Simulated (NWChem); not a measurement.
# C$_{4}$H$_{7}$N; SMILES C#C[C@@H](C)N

```xyz
12

C     -0.0105     2.2302    -0.1300
C      0.0104     1.0383     0.0829
C      0.0348    -0.4007     0.3695
C     -1.2185    -1.0896    -0.1671
N      1.2167    -1.0045    -0.2317
H     -0.0310     3.2860    -0.3272
H      0.0154    -0.4897     1.4791
H     -2.1290    -0.6473     0.2610
H     -1.2532    -0.9993    -1.2620
H     -1.2009    -2.1597     0.0933
H      1.2823    -1.9789     0.0576
H      2.0588    -0.5408     0.1031
```
Atoms are numbered in this order, from 1.

Results from NWChem. Structure relaxed at the PBE0/def2-SVP level. Level: PBE0/def2-SVP with SMD (1 M gas to 1 M solution), gas-phase geometry.

Problem. Estimate the computed values for solvent toluene. Quantities: solvation free energy (kcal/mol); cavity-dispersion-structure term (kcal/mol); dipole in solution (D).

Solution. 
```yaml
solvation free energy (kcal/mol): -4.1
cavity-dispersion-structure term (kcal/mol): 0.2
dipole in solution (D): 1.84
```
